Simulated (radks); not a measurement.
The numbers below are computed, except where a source is named.
Dy III, 64 electrons, occupied as [Xe] 4f10. Code: a radial shooting solver on a logarithmic mesh with Libxc functionals. Model: Dirac Kohn-Sham, LB94 model potential, spin-unpolarised, spherical densities, finite nucleus; open shells fill j = l - 1/2 first; Fermi nuclear charge, rms radius 5.2218 fm.

Normalised radial functions P(r) = r R(r) (large component), r in bohr:

```
   r/bohr * 5d3/2 (the largest magnitude, 0.704, reaches the edge; | marks zero)
 0.001885                             *
 0.002194                             *
 0.002534                             *
  0.00295                             *
 0.003434                             *
 0.003998                             *
 0.004654                             *
 0.005375                             *
 0.006257                             *
 0.007284                             *
  0.00848                             *
 0.009793                             *
   0.0114                             *
  0.01327                             *
  0.01545                             *
  0.01799                             *
  0.02077                             *
  0.02418                             |*
  0.02815                             |*
  0.03278                             |*
  0.03816                             |*
  0.04407                             | *
   0.0513                             |  *
  0.05972                             |  *
  0.06952                             |   *
  0.08094                             |    *
  0.09347                             |     *
   0.1088                             |      *
   0.1267                             |      *
   0.1475                             |      *
   0.1717                             |     *
   0.1983                             |   *
   0.2308                             |*
   0.2687                           * |
   0.3128                       *     |
   0.3642                    *        |
   0.4206                  *          |
   0.4896                  *          |
     0.57                    *        |
   0.6636                        *    |
   0.7725                             |*
   0.8922                             |      *
    1.039                             |            *
    1.209                             |                  *
    1.408                             |                      *
    1.626                             |                         *
    1.893                             |                          *
    2.203                             |                         *
    2.565                             |                       *
    2.986                             |                   *
    3.448                             |              *
    4.015                             |          *
    4.674                             |     *
    5.441                             |  *
    6.334                             | *
    7.315                             |*
    8.516                             *
    9.914                             *
```

5d3/2 (empty): eigenvalue -20.562 eV, 2 radial nodes at r = 0.244, 0.753 bohr, <r> = 2.33 bohr, 90 % of the charge inside 3.54 bohr.
